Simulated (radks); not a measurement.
Values are calculated unless marked as measured or tabulated.
Effect of the nuclear size on the thulium ion Tm3+, [Xe] 4f12. Code: a radial shooting solver on a logarithmic mesh with Libxc functionals. Model: Dirac Kohn-Sham, relativistic LDA (MacDonald-Vosko exchange, VWN5 correlation), spin-unpolarised, spherical densities, finite nucleus; open shells fill j = l - 1/2 first; Fermi nuclear charge, rms radius 5.2256 fm. The rms radius is varied about that value; shifts are against it.

\begin{tabular}{lrrrrrrrrr}
rms radius (fm) & total energy shift (eV) & density at nucleus (e/bohr^3) & 1s1/2 shift (meV) & 2s1/2 shift (meV) & 4p1/2 shift (meV) & 5s1/2 shift (meV) & 5p1/2 shift (meV) & 4f7/2 shift (meV) & 6s1/2 (empty) shift (meV) \\ \hline
4.1857 & -12.6 & 1.001e+06 & -5100 & -688 & 0.164 & -5.89 & 0.164 & 0.714 & -1.04 \\
4.9121 & -3.99 & 9.54e+05 & -1620 & -219 & 0.051 & -1.87 & 0.052 & 0.227 & -0.331 \\
5.2256 & 0 & 9.366e+05 & 0.000 & 0.000 & 0.000 & 0.000 & 0.000 & 0.000 & 0.000 \\
5.5078 & 3.74 & 9.22e+05 & 1520 & 205 & -0.048 & 1.76 & -0.049 & -0.213 & 0.310 \\
6.2603 & 14.4 & 8.874e+05 & 5850 & 788 & -0.180 & 6.75 & -0.187 & -0.818 & 1.19 \\
\end{tabular}

Slopes of the eigenvalues against <r^2> in GHz/fm^2, as finite differences over the two radii next to the reference (eigenvalue slopes, not the field-shift constants of lines): 1s1/2 122000, 2s1/2 16500, 4p1/2 -3.86, 5s1/2 141, 5p1/2 -3.93, 4f7/2 -17.1, 6s1/2 (empty) 25.0.
